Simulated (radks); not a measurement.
Results of a calculation; reference values are marked as such.
Ionisation of the argon ion Ar3+, [Ne] 3s2 3p3, to Ar4+, [Ne] 3s2 3p2, under several functionals. Scalar-relativistic Kohn-Sham, spin-polarised, spherical densities, finite nucleus; open shells are filled with parallel spins first; a radial shooting solver on a logarithmic mesh with Libxc functionals.

| functional | E(Ar3+) (hartree) | Exc (hartree) | IE (eV) | -e(HOMO) (eV) | <r> HOMO (bohr) | IE error (eV) |
|---|---|---|---|---|---|---|
| MS2 meta-GGA | -526.33886 | -29.75803 | 59.675 | 52.209 | 1.386 | +0.095 |
| exchange-only LDA | -523.46790 | -26.81171 | 57.915 | 50.363 | 1.392 | -1.665 |
| SOGGA | -525.28969 | -28.67598 | 59.038 | 51.451 | 1.387 | -0.542 |
| XLYP | -526.50207 | -29.91715 | 58.969 | 51.332 | 1.386 | -0.611 |
| PW91 | -526.32733 | -29.74051 | 59.283 | 51.685 | 1.386 | -0.297 |
| OLYP | -526.38921 | -29.82548 | 59.337 | 51.712 | 1.381 | -0.243 |
| exchange-only B88 | -525.73648 | -29.13909 | 58.342 | 50.775 | 1.389 | -1.238 |

NIST Atomic Spectra Database: 59.6 eV (semi-empirical). Closest: MS2 meta-GGA. The Delta-SCF values span 1.76 eV, the total energies 3.03 hartree. The highest occupied level is 3p. Open shells are spherical and high-spin; term and fine-structure splittings are not resolved.
